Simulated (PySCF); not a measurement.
Si(Cl)2(Me)(SH) (CH₄Cl₂SSi), SMILES C[Si](S)(Cl)Cl.

Coordinates come from a PBE-D3(BJ)/def2-SVP optimisation. Other conformers were not sampled.

Level of theory: PySCF 2.14.0 with TDA-PBE/def2-SVPD.

Vertical excitations. Gas-phase values at a fixed geometry.

```tsv
state	energy (eV)	λ (nm)	f	main pairs
S1	5.67	219	0.026	HOMO→LUMO 97 %
S2	5.79	214	0.005	HOMO→LUMO+1 98 %
S3	6.17	201	0.023	HOMO→LUMO+2 97 %
S4	6.58	188	0.002	HOMO→LUMO+3 76 %, HOMO−1→LUMO 22 %
S5	6.75	184	0.053	HOMO−1→LUMO+1 65 %, HOMO−1→LUMO 24 %
S6	6.77	183	0.009	HOMO−1→LUMO 35 %, HOMO−1→LUMO+1 33 %, HOMO→LUMO+4 16 %, HOMO→LUMO+3 10 %
S7	6.86	181	0.007	HOMO−2→LUMO 76 %, HOMO−2→LUMO+1 20 %
S8	6.93	179	0.021	HOMO−2→LUMO+1 77 %, HOMO−2→LUMO 18 %
S9	6.98	178	0.026	HOMO→LUMO+4 69 %
S10	7.05	176	0.003	HOMO−3→LUMO 85 %
T1	5.27	235	0	HOMO→LUMO 95 %
T2	5.45	228	0	HOMO→LUMO+1 94 %
T3	6.02	206	0	HOMO→LUMO+2 99 %
T4	6.26	198	0	HOMO−1→LUMO 60 %, HOMO→LUMO+3 33 %
```
Triplets are in the Tamm–Dancoff approximation.
